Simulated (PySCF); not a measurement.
HMoN + 2 HBr → H₃MoN + Br₂

Level: PBE0 in the def2-TZVP basis family, computed in PySCF with density fitting; scalar-relativistic core potentials for atoms from Rb on, none lighter, no spin–orbit coupling; open shells unrestricted.

```
species                                                                   state and structure       E (Eh)  ZPE (kJ/mol)  H(298 K) − H(0) (kJ/mol)  S° (J/(mol K))
   HMoN                                triplet, Cs, Mo–H 1.717 Å, Mo–N 1.615 Å; H–Mo–N 100.4°   -123.42806          21.2                      10.4           261.3
    HBr                                                            singlet, C∞v, H–Br 1.421 Å  -2574.45811          16.0                       8.7           198.5
  H₃MoN  singlet, C3v, Mo–H 1.699 Å (×3), Mo–N 1.612 Å; H–Mo–H 118.3° (×3), H–Mo–N 97.5° (×3)   -124.63123          64.2                      11.3           252.1
    Br₂                                                           singlet, D∞h, Br–Br 2.281 Å  -5147.70672           2.0                       9.7           244.8
```

(1) What is the electronic reaction energy?

(2) Add zero-point, thermal and entropy terms for 298.15 K and 1 bar.

## Answers

(1) At PBE0/def2-TZVP, ΔE = 16.6 kJ/mol from the differences of the total energies times 2625.5, uphill. 

(2) ΔZPE = 13.0 and Δ[H(298) − H(0)] = -6.8 kJ/mol give ΔH° = 22.8 kJ/mol. ΔS° = -161.4 J/(mol K), so ΔG° = 22.8 − 298.15 × (-0.1614) = 71 kJ/mol and log₁₀K = -12.4.

Open d or f shells are single determinants, so the state found may not be the ground state. Only the bonding shown was studied: isomers, or loss of a ligand pair, can lie lower.
